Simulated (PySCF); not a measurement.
**Nuclear quadrupole coupling in `O=Cc1cnn([SiH3])n1`**

Species: C₃H₅N₃OSi.
Geometry (GFN2-xTB, Å), atoms numbered from 1 in this order:
```
atom  x, y, z in Å
O1    -3.5364    0.7276    0.3234
C2    -2.4779    0.9782   -0.1930
C3    -1.2294    0.2880    0.0881
C4    -0.9570   -0.7795    0.9786
N5     0.3220   -1.0630    0.8885
N6     0.8126   -0.2160   -0.0074
Si7    2.5172   -0.2483   -0.4920
N8    -0.0794    0.6022   -0.5063
H9    -2.3654    1.7796   -0.9466
H10   -1.6225   -1.3014    1.6331
H11    2.6710    0.9950   -1.2344
H12    2.6814   -1.4465   -1.3111
H13    3.2593   -0.3154    0.7615
```

Field gradients from the PBE0/pcSseg-1 density (PySCF, non-relativistic), principal values in atomic units, ordered |Vxx| ≤ |Vyy| ≤ |Vzz|:

```tsv
atom	Vxx	Vyy	Vzz
O1	0.5023	1.5537	-2.0560
N5	0.3908	0.7151	-1.1059
N6	-0.1420	-0.5001	0.6421
N8	0.4732	0.6453	-1.1184
```

Q: Find the asymmetry η = (Vxx − Vyy)/Vzz and the couplings χ = eQV/h (234.96 MHz × Q in barn × V in au), with Q(17O) = −0.0256 b, Q(14N) = 0.02044 b.

A: 
| atom | environment | nucleus | η | χzz (MHz) | χxx (MHz) | χyy (MHz) |
| --- | --- | --- | --- | --- | --- | --- |
| O1 | aldehyde oxygen | 17O | 0.51 | 12.37 | -3.02 | -9.35 |
| N5 | pyridine-type nitrogen | 14N | 0.29 | -5.31 | 1.88 | 3.43 |
| N6 | pyrrole-type nitrogen | 14N | 0.56 | 3.084 | -0.682 | -2.402 |
| N8 | pyridine-type nitrogen | 14N | 0.15 | -5.37 | 2.27 | 3.10 |

The tensor is traceless: Vxx + Vyy + Vzz = 0.

Q: What is Vzz at N8 in SI units (1 au = 9.71736 × 10²¹ V/m²)?

A: -1.1184 au = -10.868 × 10²¹ V/m².

Q: And the gradient at the other heavy atoms, for which no coupling is worked out here?

A: 
```
atom                          environment  Vzz (au)     η
  C2                      aldehyde carbon     0.524  0.15
  C3          substituted aromatic carbon    -0.175  0.84
  C4  aromatic CH next to a ring nitrogen     0.258  0.72
 Si7                         SiH3 silicon     0.772  0.07
```

Q: What couplings would deuterons (Q(2H) = 0.00286 b) have in place of the hydrogens, at this geometry?

A: 
| atom | bonded to | bond length (Å) | Vzz (au) | η | χzz (kHz) |
| --- | --- | --- | --- | --- | --- |
| H9 | C2 | 1.106 | 0.2701 | 0.02 | 181 |
| H10 | C4 | 1.069 | 0.3437 | 0.04 | 231 |
| H11 | Si7 | 1.456 | 0.1627 | 0.02 | 109 |
| H12 | Si7 | 1.461 | 0.1598 | 0.03 | 107 |
| H13 | Si7 | 1.458 | 0.1614 | 0.03 | 108 |

One conformer (not necessarily the lowest) at the GFN2-xTB geometry, without solvent, vibrations or thermal averaging. GFN2-xTB bond lengths can be off by several hundredths of an ångström, more for odd bonds, and the gradients follow them. A larger basis could move these couplings by a tenth or more.
